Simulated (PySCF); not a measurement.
Computed properties of BiI3, SMILES [I][Bi]([I])[I]

BiI3, SMILES [I][Bi]([I])[I]. Geometry: B3LYP-D3(BJ)/def2-SVP. The isomer is the one that the SMILES or the coordinates give; other isomers of the formula were not compared. The def2 effective core potentials stand for the cores of Bi, I; spin–orbit coupling is left out. Other conformers were not sampled. All values are computed for the isolated molecule unless a solvent is named; none is compared with measurement here.

**Structure.** The optimised structure has C3v symmetry. All 6 harmonic modes at B3LYP-D3(BJ)/def2-SVP (PySCF) are real, so it is a minimum. With heavy atoms numbered as in [Bi:1]([I:2])([I:3])[I:4], the shortest bond between them is Bi1–I3 at 2.847 Å and the longest Bi1–I2 at 2.847 Å.

**Vibrations.** The strongest infrared lines (harmonic, unscaled, degenerate partners summed) lie at 164 cm⁻¹ (51 km/mol, I 57 %, Bi 43 %), 166 cm⁻¹ (3 km/mol, I 68 %, Bi 32 %). The softest mode is at 46 cm⁻¹ and the zero-point energy is 0.9 kcal/mol.

**Electronic structure.** r2SCAN/def2-TZVP (PySCF) places the frontier levels at -6.79 and -3.74 eV, a gap of 3.05 eV, and gives a dipole moment of 2.64 D and a mean polarisability of 153.5 bohr³.

**Excitations.** TDA-B3LYP/def2-SVPD (PySCF) has S1 at 2.96 eV (418 nm, f = 0.000, dark); the most intense of the 10 singlets computed lies at 3.21 eV (f = 0.03). Strengths of degenerate partners are summed. T1 (TDA) is at 2.74 eV, 0.22 eV under S1.
